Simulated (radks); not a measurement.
Task: Charge is removed step by step from the 2s down level of Pm+, starting from [He] 2s(up 1, down 1) 2p6 3s2 3p6 3d10 4s2 4p6 4d10 4f5 5s2 5p6 6s1. Calculated with a radial shooting solver on a logarithmic mesh with Libxc functionals: scalar-relativistic Kohn-Sham, r2SCAN, spin-polarised, spherical densities, finite nucleus; open shells are filled with parallel spins first (spin-orbit coupling, left out, can overturn this in heavy ions); meta-GGA in the generalised Kohn-Sham scheme; Fermi nuclear charge, rms radius 4.962 fm. At the starting occupation the eigenvalue is -7356.5 eV. Estimate the energy to remove one whole electron from this level, the eigenvalue at the end, and how far E(n) bends from a straight line.

Result: Delta-SCF 7415.7 eV; final eigenvalue -7489.6 eV; the deviation from the straight line is -16.736 eV at 0.5 electron removed, the largest on the grid computed. Slater's transition state (half an electron removed) gives 7423.5 eV. Integrating minus the eigenvalue over the occupation (Janak's theorem) gives 7423.3 eV. In this scalar-relativistic scheme the density is built from large components alone, so the theorem holds only approximately. The mean slope of the eigenvalue, de/dn, is 133 eV per electron.
